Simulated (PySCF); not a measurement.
# Mayer bond orders and bond lengths

Compound: C3H3F2O2S (charge -1).
Numbering: `[O:1]=[C:2]([OH:3])[C@@H:4]([S-:5])[CH:6]([F:7])[F:8]` (hydrogens: H9 on O3; H10 on C4; H11 on C6)

Bond orders from the PBE0/pcSseg-1 density (PySCF). The structure is a single GFN2-xTB conformer in the gas phase; no vibrational or solvent corrections. The pcSseg-1 basis has no diffuse functions, a weakness for an anion.

(1) Where do the orders between heavy atoms depart from those drawn in the SMILES?

(2) Give the Mayer order of every bond between heavy atoms, beside its length.

## Answers

(1) The largest departure is 0.147, at O1–C2 (drawn double, 1.853).

(2) 
| bond | drawn as | length (Å) | Mayer order |
| --- | --- | --- | --- |
| O1–C2 | double | 1.221 | 1.853 |
| C2–O3 | single | 1.370 | 1.048 |
| C2–C4 | single | 1.480 | 0.917 |
| C4–S5 | single | 1.814 | 0.980 |
| C4–C6 | single | 1.501 | 0.964 |
| C6–F7 | single | 1.360 | 0.939 |
| C6–F8 | single | 1.374 | 0.913 |

By pair of heavy elements: C–O: lowest C2–O3 (1.048, 1.370 Å), highest O1–C2 (1.853, 1.221 Å). C–C: lowest C2–C4 (0.917, 1.480 Å), highest C4–C6 (0.964, 1.501 Å); in 1 of the 1 pairs the longer bond (by over 0.003 Å) has the higher order (by 0.02 or more). C–F: lowest C6–F8 (0.913, 1.374 Å), highest C6–F7 (0.939, 1.360 Å).

Question: And the bonds to hydrogen?

Answer: H–O: 0.95 (1 bond); C–H: 0.92 to 0.94 (2 bonds).

Question: Sum the orders of all bonds at each heavy atom with more than one neighbour and set the sums beside the valence in the SMILES.

Answer: C2 3.818 (drawn 4), O3 1.996 (drawn 2), C4 3.782 (drawn 4), C6 3.752 (drawn 4). Orders between atoms that aren't bonded are not in these sums.

Mayer orders depend on the basis set.

These values come from a run that also computed NMR shieldings. The run took 31 s of wall time on Arm Neoverse N1, one thread (shared host), and the process peaked at 0.72 GiB of memory.

Conformer computed: `[O:1]=[C:2]([OH:3])[C@@H:4]([S-:5])[CH:6]([F:7])[F:8]`: O1–C2–C4–S5 -93°, C2–C4–C6–F7 -174°, H–O3–C2–O1 16°.
